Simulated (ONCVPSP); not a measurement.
## PBE ONCV dataset for Sc, scalar-relativistic all-electron reference.

```
Element                 : Sc
Generator               : ONCVPSP 4.0.1
Type                    : optimised norm-conserving Vanderbilt (ONCV)
Functional              : PBE
Relativity              : scalar-relativistic
Frozen core             : [Ne]
Valence charge          : 11
Reference configuration : 3s2 3p6 3d2 4s1
Partial waves           : 3s+4s: rc 1.95 bohr, ncon 4, nbas 7, qcut 8.1 1/bohr, 2 projectors; 3p: rc 1.20 bohr, ncon 3, nbas 7, qcut 8 1/bohr, 3 projectors, debl 2.8 Ha; 3d: rc 3.10 bohr, ncon 3, nbas 7, qcut 5.8 1/bohr, 3 projectors, debl 3.8 Ha
Local potential         : polynomial inside 1.20 bohr (lpopt 5, dvloc0 6 Ha)
Core correction         : Teter function, fcfact 5.75, rcfact 1.45
```

All-electron outer shells of the reference configuration (PBE, scalar-relativistic, ld1.x):

```csv
shell,level (eV),outermost node (bohr),outermost maximum (bohr)
2p,-385.02,–,0.23
3s,-52.14,0.42,0.93
3p,-30.89,0.39,0.97
4s,-3.56,1.34,3.26
3d,-1.36,–,1.15
```

Calculated quality:

```json
{"Cutoffs needed": "17 Ha and 26 Ha (the cutoffs (Ha) at which the residual kinetic energy of the hardest occupied pseudo-wave falls to 1 and 0.1 mHa per electron)", "Ghost test": "no bound ghost flagged; no localised positive-energy state flagged", "Configuration tests": "1 of 4 tests not solved or not reliable", "rms error of d²Exc/dni dnj": "2.40 mHa without and 2.16 mHa with the model core"}
```

Generation and tests took about 4.3 s on one core of a shared server CPU.
